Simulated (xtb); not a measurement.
H$_{2}$Ge, triplet, from a rough starting geometry (the spin is typed, not shown lowest).

Input for xtb:
```
$ xtb mol.xyz --gfn 2 --uhf 2 --opt vtight --json

# file mol.xyz
3

Ge     0.02354069    -0.01721714     0.76090377
H     -0.04726345    -1.12053466    -0.37933828
H      0.02724690     1.10249039    -0.40559067
```

Problem. Give the total energy at the end of the optimisation at the level GFN2-xTB (xtb 6.7.1).

Solution. -2.813459 Ha

Problem. What dipole moment does GFN2-xTB give?

Solution. 0.15 D
